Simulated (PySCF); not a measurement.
Dipole moment and polarisability of `F[C@@H](Cl)[SiH2]CCl`

C2H5Cl2FSi.
SMILES with atom numbers: `[F:1][C@@H:2]([Cl:3])[SiH2:4][CH2:5][Cl:6]` (hydrogens: H7 on C2; H8, H9 on Si4; H10, H11 on C5)

Geometry (GFN2-xTB, Å), atoms numbered from 1 in this order:
```
atom  x, y, z in Å
F1    -2.6300    0.4670    0.2774
C2    -1.4542   -0.2184    0.3750
Cl3   -1.6446   -1.7694   -0.4928
Si4   -0.0161    0.7645   -0.4580
C5     1.5572   -0.2598   -0.1192
Cl6    1.8006   -0.3060    1.6519
H7    -1.3222   -0.4607    1.4331
H8    -0.2939    0.8248   -1.8902
H9     0.0721    2.0667    0.1989
H10    2.4503    0.1858   -0.5475
H11    1.4863   -1.2919   -0.4546
```

Level: B3LYP/def2-SVPD (PySCF), static field, nuclei fixed, core orbitals frozen in the response. The polarisability tensor in these axes (au):

```
x   82.21  2.62  6.31
y    2.62 80.01  0.56
z    6.31  0.56 78.65
```

Q: Give the principal values, the mean and the anisotropy Δα = √{½[(α1 − α2)² + (α2 − α3)² + (α1 − α3)²]}.

A: Principal values 73.65, 79.46 and 87.75 au; mean 80.29 au = 11.90 Å³ = 13.24 × 10⁻⁴⁰ C²·m²/J; Δα = 12.28 au (15 % of the mean).

Q: What is the dipole moment, and where does it point?

A: (1.70, 0.72, -0.98) D, 2.09 D in size, pointing from the negative to the positive side. Measured along this direction, the outermost atoms are F1 at the negative end and H10 at the positive end.

Q: In TDDFT the mean static polarisability is Σ f/ω² over all singlet excitations (ω in hartree). How much of it do the 8 lowest give? Their energies (eV) and oscillator strengths: 6.52, 0.0220; 6.70, 0.0286; 6.93, 0.0040; 6.98, 0.0142; 7.17, 0.0073; 7.31, 0.0044; 7.44, 0.0056; 7.52, 0.0013.

A: They add up to 1.39 au, 1.7 % of the 80.29 au; the largest single term is 0.47 au, from the state at 6.70 eV. Terms in order: 0.38, 0.47, 0.06, 0.22, 0.11, 0.06, 0.07, 0.02 au. Higher excitations give the rest. The strengths listed sum to 0.087.

Q: Give the principal axes and the span of the nuclei along them.

A: Largest value along (0.77, 0.30, 0.56), where the nuclei span 4.30 Å; middle along (-0.13, 0.93, -0.33), 3.14 Å; least along (-0.62, 0.19, 0.76), 3.83 Å. The strongest response lies along the longest span, while the other two are in reverse order.

Q: What would n − 1 = 2πNα be for an ideal gas of these molecules at 500 K and 1 atm, electronic part alone?

A: N = p/kT = 1.4678 × 10¹⁹ cm⁻³, so n − 1 = 2π × N × 11.90 × 10⁻²⁴ cm³ = 1097 × 10⁻⁶ at long wavelengths.

One conformer (not necessarily the lowest) at the GFN2-xTB geometry, without solvent, vibrations or thermal averaging.

The run behind these numbers computed excited states as well. Hardware: one thread, Arm Neoverse N1 (aarch64), on a shared host. Cost: 55 s (grids of density and orbitals included), 0.71 GiB resident at most.
